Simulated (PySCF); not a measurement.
From one molecule to another.

First species: dimethyl malonate, C₅H₈O₄.
Numbering: `[CH3:1][O:2][C:3](=[O:4])[CH2:5][C:6](=[O:7])[O:8][CH3:9]` (hydrogens: H10, H11, H12 on C1; H13, H14 on C5; H15, H16, H17 on C9)

Second species: C5H13NOSSi.
SMILES: `C[S@@](=O)[C@H]1CCN([SiH3])C1`

Levels: PBE0/pcSseg-1 for HOMO energy, LUMO energy and HOMO–LUMO gap. Geometries: GFN2-xTB. All species are isolated and taken at one optimised geometry, non-relativistic unless stated. Electronic properties by PySCF.

The conformers computed, where there is a choice (atom-mapped SMILES and torsion angles):
- `[CH3:1][O:2][C:3](=[O:4])[CH2:5][C:6](=[O:7])[O:8][CH3:9]`: C1–O2–C3–O4 -2°, O2–C3–C5–C6 -102°, C3–C5–C6–O7 77°, C5–C6–O8–C9 177°

The conformers of `C[S@@](=O)[C@H]1CCN([SiH3])C1` aren't listed.

Values for the first species:

```
HOMO energy   : -8.12 eV
LUMO energy   : -0.29 eV
HOMO–LUMO gap : 7.83 eV
```

(1) Estimate the same properties for the second species, and the change in each.

Answers

(1) 
| property | first | second | second less first |
| --- | --- | --- | --- |
| HOMO energy | -8.12 eV | -6.33 eV | +1.79 eV |
| LUMO energy | -0.29 eV | 0.48 eV | +0.77 eV |
| HOMO–LUMO gap | 7.83 eV | 6.81 eV | -1.02 eV |

